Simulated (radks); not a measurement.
Results of a calculation; reference values are marked as such.
Task: These are the eigenvalues of the occupied orbitals of an atom or ion with whole-number occupations (eV). Code: a radial shooting solver on a logarithmic mesh with Libxc functionals. Model: Dirac Kohn-Sham, BLYP, spin-unpolarised, spherical densities, finite nucleus; Fermi nuclear charge, rms radius of each element as measured or else 0.836 A^(1/3) + 0.57 fm.

1s1/2: -11728.44
2s1/2: -1496.116
2p1/2: -1338.010
2p3/2: -1301.415
3s1/2: -199.6445
3p1/2: -146.5489
3p3/2: -141.5147
3d3/2: -50.6857
3d5/2: -49.9553
4s1/2: -23.2818
4p1/2: -13.4679
4p3/2: -13.1299

Which element is it, and in what charge state? The configuration may be excited. Open shells, if any, are shared by 2j + 1.

Result: Z = 33, arsenic, charge +1: As+ in [Ar] 3d10 4s2 4p2. The list shows which subshells hold electrons but not how many an open one holds; the 1s level, -431.01 hartree, gives Z - s = 29.4 by -(Z - s)^2/2, which with screening and relativity narrows Z to a few neighbours, and the depths of the outer levels then fix element, charge and occupations together.
